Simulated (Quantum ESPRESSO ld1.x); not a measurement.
Values are calculated unless marked as measured or tabulated.
Q: Cu+, configuration [Ne] 3s1.5 3p6 3d10 4d0.5 (fractional occupations, a model configuration). Code: ld1.x of Quantum ESPRESSO 7.5. Model: scalar-relativistic Kohn-Sham, relativistic LDA (MacDonald-Vosko exchange, VWN5 correlation), spin-unpolarised, spherical densities, point nucleus. Some entries of the table are withheld. Estimate them.

orbital,occ.,eigenvalue (eV),<r> (bohr),<r^2> (bohr^2)
1s,2,-8824.690,0.05230,0.003679
2s,2,-1073.224,(1),0.06567
2p,6,-930.572,0.2067,0.05244
3s,1.5,-128.770,0.7131,0.5882
3p,6,(2),0.7483,0.6626
3d,10,(3),0.9567,1.225
4s,0,-14.925,(4),6.826
4p,0,-8.860,3.176,11.77
4d,0.5,-3.487,6.288,45.09
4f,0,-1.597,10.18,115.3
5d,0,-1.511,(5),179.0

A: 
(1) 2s <r> (bohr): 0.2359
(2) 3p eigenvalue (eV): -86.798
(3) 3d eigenvalue (eV): -19.612
(4) 4s <r> (bohr): 2.436
(5) 5d <r> (bohr): 12.47
